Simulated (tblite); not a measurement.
C₇H₈FP.
Atom-mapped SMILES: `[CH:1]#[C:2][CH2:3][P:4]1[CH2:5][CH:6]=[C:7]([F:8])[CH2:9]1` (hydrogens: H10 on C1; H11, H12 on C3; H13, H14 on C5; H15 on C6; H16, H17 on C9)

Cartesian coordinates in Å at the GFN2-xTB level; atoms count from 1:
```
atom  x, y, z in Å
C1     3.3630   -0.1149   -0.5721
C2     2.2910   -0.5920   -0.3336
C3     0.9862   -1.1278   -0.0339
P4     0.2822   -0.3061    1.5000
C5    -0.0336    1.3699    0.7189
C6    -1.3127    1.2517   -0.0446
C7    -2.0152    0.1632    0.2137
F8    -3.2060   -0.1122   -0.3579
C9    -1.4942   -0.8216    1.2082
H10    4.3083    0.2821   -0.7929
H11    0.3105   -0.9651   -0.8802
H12    1.0681   -2.2005    0.1674
H13    0.8137    1.6459    0.0860
H14   -0.1204    2.1298    1.5017
H15   -1.6247    2.0223   -0.7295
H16   -1.5604   -1.8511    0.8473
H17   -2.0629   -0.7614    2.1413
```

Calculated harmonic vibrations of the isolated species, GFN2-xTB (tblite), most abundant isotopes, no scaling. Errors from tens to a few hundred cm⁻¹ against measured bands are possible. One conformer, not necessarily the lowest.

Harmonic wavenumbers (cm⁻¹): 48.9, 78.0, 121.0, 205.3, 245.5, 271.8, 300.5, 352.0, 387.5, 424.1, 456.8, 572.5, 623.7, 641.0, 697.8, 717.8, 742.0, 766.3, 797.2, 823.4, 870.2, 894.0, 1005.7, 1020.8, 1062.2, 1088.5, 1103.5, 1134.1, 1177.6, 1197.9, 1211.2, 1259.8, 1394.1, 1428.5, 1435.4, 1734.0, 2285.7, 2915.6, 2928.9, 2932.7, 2936.2, 2957.6, 2961.9, 3113.2, 3398.6.

A = 2842, B = 825.2, C = 800.8 MHz; mass 142.035 u (most abundant isotopes); point group C1, symmetry number 1.

Question: Zero-point energy?

Answer: Half the sum of the wavenumbers: 27360 cm⁻¹ = 78.23 kcal/mol.

Question: Give the ideal-gas entropy at 200 K and 1 bar in the rigid-rotor, harmonic-oscillator model (classical rotation).

Answer: Translation 38.81, rotation 28.34, vibration 16.46: S = 83.6 cal/(mol K).

Question: And Cp and H(200 K) − H(0)?

Answer: Cp = 27.61 cal/(mol K), of which vibrations give 19.66 (their classical limit is 45 R = 89.4); H(200 K) − H(0) = 3.44 kcal/mol without the zero-point energy, 1.85 from vibrations.

Question: Blend soft modes into free rotors: weight 1/[1 + (100 cm⁻¹/ν̃)⁴] for the oscillator and the rest for a rotor with moment μB/(μ + B), μ = h/(8π²ν), B = 10⁻⁴⁴ kg m². What vibrational entropy results?

Answer: 15.32 cal/(mol K) in place of 16.46, which changes −T·S at 200 K by +0.23 kcal/mol.

Question: How do the functions run with temperature in this model?

Answer: 
```tsv
T (K)	S (cal/(mol K))	Cp (cal/(mol K))	H − H(0) (kcal/mol)	G − H(0) (kcal/mol)	ln q(vib)
100	68.6	17.1	1.21	-5.65	1.40
300	96.8	38.3	6.74	-22.31	6.02
500	120.6	55.0	16.19	-44.12	10.95
800	150.0	69.6	35.10	-84.87	18.06
1000	166.2	75.8	49.67	-116.53	22.41
```

q(vib) and H(0) count from the zero-point level.

Question: What must be added to the electronic energy to get the Gibbs energy at 200 K and 1 bar?

Answer: ZPE + [H(200 K) − H(0)] − T·S = 78.23 + 3.44 − 16.72 = 64.95 kcal/mol.

Hindered rotation and anharmonicity are outside this model. Other conformers, if any are populated, would add a mixing term that is left out. The structure is chiral; the term R ln 2 for an equal mix with its mirror image is left out.
